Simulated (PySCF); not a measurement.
# Dipole response of Ca⁺ (calcium, charge +1)

[Ar] 4s1, 2S determinant. Calculation: PySCF 2.14, in def2-QZVPPD; the non-relativistic Hamiltonian (point nucleus). Coupled (time-dependent) response in atomic units; α is the mean over directions.

```
method  mean α (bohr³)  C₆ (like pair)  S(−4)
   UHF           98.26           783.5   9299
   PBE           80.73           588.7   6328
  PBE0           86.16           646.0   7212
revPBE           86.90           651.9   7396
```

S(−4) is the Cauchy moment in α(ω) = α(0) + S(−4) ω² + …

α(iu) at PBE0:

```csv
u (hartree),α(iu) (bohr³)
0,86.16
0.0500,71.36
0.100,47.64
0.200,21.84
0.300,12.64
0.500,6.608
0.750,4.189
1.00,3.052
1.50,1.872
2.00,1.259
3.00,0.6708
5.00,0.2801
```

A single London oscillator, α(iu) = α/(1 + u²/ω²), gives C₆ = (3/4) ω α². Matching the computed C₆ needs ω = 4 × 646.0 / (3 × 86.16²) = 0.116 hartree.

For an ion, C₆ is the dispersion term alone; charge-induced terms of lower order in 1/R come first.
